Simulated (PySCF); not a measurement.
## Dipole response of O (oxygen, neutral)

[He] 2s2 2p4, high-spin 3P determinant. All numbers are calculated (PySCF 2.14, the non-relativistic Hamiltonian (point nucleus), in aug-cc-pVTZ with one added diffuse shell each of s, p, d, f type (6s5p4d3f, 62 functions)). Coupled (time-dependent) response in atomic units; α is the mean over directions.

```
method  mean α (bohr³)         α xx, yy, zz  C₆ (like pair)  S(−4)
   UHF           4.781  4.581, 5.182, 4.581           13.92  10.63
   PBE           5.986  5.525, 6.908, 5.525           18.10  21.29
  PBE0           5.488  5.140, 6.183, 5.140           16.39  16.08
  BP86           5.968  5.514, 6.875, 5.514           18.13  20.55
  BLYP           6.046  5.572, 6.995, 5.572           18.26  22.15
```

S(−4) is the Cauchy moment in α(ω) = α(0) + S(−4) ω² + …

Reference α: 5.3 ± 0.2 bohr³ (recommended; Schwerdtfeger and Nagle, table of static dipole polarizabilities (2023 update)). Published C₆: 15.60 (Chu and Dalgarno (2004); Tang, Norbeck and Certain (1976)).

α(iu) at PBE:

```tsv
u (hartree)	α(iu) (bohr³)
0	5.986
0.0500	5.934
0.100	5.786
0.200	5.299
0.300	4.715
0.500	3.645
0.750	2.675
1.00	2.025
1.50	1.262
2.00	0.8567
3.00	0.4671
5.00	0.2006
```

The components differ because the open shell of this determinant is not spherical; for a pure term their mean is the scalar polarisability.
